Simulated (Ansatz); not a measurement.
## Ansatz (development build ahead of 0.2.0) run

```yaml
crystal:
  periodic: [false, false, false]
  atoms:
    - { symbol: Be, position_ang: [0.03651, 0.02481, -0.89562] }
    - { symbol: Cl, position_ang: [-0.03012, -0.03989, 0.9179] }
basis:
  gaussian: { orbitals: def2-SVP }
magnetization:
  initial_magnetization: 1
hamiltonian:
  xc: hf
correlation:
  method: mp2
  frozen_orbitals: { Be: 0, Cl: 5 }
```

The input is written out in the form of the current development build from the run's settings. Correlation on restricted open-shell orbitals is semicanonical, with singles.

Output:

```
Converged                                                          : yes
Reference energy                                                   : -474.00134 hartree
Correlation energy                                                 : -0.14608 hartree
Total energy                                                       : -474.14741 hartree
Spin squared of the determinant                                    : 0.750
Stability test                                                     : minimum among restricted orbitals
Occupied orbitals by symmetry in an Abelian subgroup (alpha; beta) : 7 A1 2 B1 2 B2; 6 A1 2 B1 2 B2
```

Messages of the program:
```
mean field -12898.23346113 eV, -474.0013369599 hartree, gradient 5.3e-6 eV, S^2 0.750000; 0 other ends of a descent, 0 dependent functions left out
```
